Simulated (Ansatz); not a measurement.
Program: Ansatz. Geometries: PBE0-D4/def2-TZVP. ΔE: electronic, gas phase. CBS: MP2 limit from def2 TZ/QZ plus the TZ coupled-cluster correction, frozen cores. DFT in def2-TZVPP. HSE06 is defined as in plane-wave codes. def2 core potentials past Kr. For Br, Sn outer-core shells are correlated without core-valence functions, which leaves a few kJ/mol of doubt a bond. Scalar relativity is left out up to krypton. Each species was taken in one conformer, which may not be the lowest.

Consider the ligand exchange at the Sn–O bond: `[F][Sn]([F])([F])[O][SiH3]` + HBr → `[F][Sn]([F])([F])[Br]` + `O[SiH3]`.

`[F][Sn]([F])([F])[O][SiH3]`:

```xyz
9

F    -0.244   -3.142   -0.408
Sn    0.104   -1.354   -0.874
F     1.897   -1.236   -1.444
F    -0.991   -0.909   -2.342
O    -0.234   -0.232    0.620
Si   -0.149    1.371    1.018
H    -1.032    2.163    0.125
H     1.248    1.854    0.881
H    -0.600    1.485    2.424
```

HBr:

Cartesian coordinates in Å:
```
Br 0.191 -0.203 0.653
H -0.191 0.203 -0.653
```

`[F][Sn]([F])([F])[Br]`:

Z-matrix (Å, degrees):
```
Sn
F 1 1.884
F 1 1.884 2 106.5
Br 1 2.407 2 112.3 3 123.3
F 1 1.884 2 106.5 3 -113.4
```

`O[SiH3]`:

Z-matrix (Å, degrees):
```
Si
O 1 1.648
H 1 1.489 2 111.7
H 1 1.489 2 111.7 3 120.9
H 1 1.481 2 105.9 3 -119.6
H 2 0.957 1 117.9 3 -60.5
```

```tsv
level	ΔE (kcal/mol)
HSE06-D4	-17.0
r2SCAN0	-16.8
CCSD(T)/def2-TZVPP	-13.0
HF/CBS(def2)	-14.6
```

Question: What does CCSD(T)/CBS give? (Best estimate.)

Answer: Computed: -14.4 kcal/mol. The listed levels differ from it by -2.6, -2.4, 1.4, -0.2 kcal/mol.

Largest T1 diagnostic among the species: 0.015.

In def2-TZVPP, CCSD(T) changes the Hartree–Fock value by +2.0 kcal/mol (the triples alone add +0.1 kcal/mol) and MP2 by +1.1 kcal/mol. At CCSD(T), def2-SVP lies +2.4 kcal/mol from the extrapolated value and def2-TZVPP +1.4 kcal/mol. Leaving LDA and LC-ωPBE aside and taking each functional with its dispersion term where it has one, the values, not all of them listed here, spread over 2.6 kcal/mol, from HSE06-D4 to CAM-B3LYP-D4.
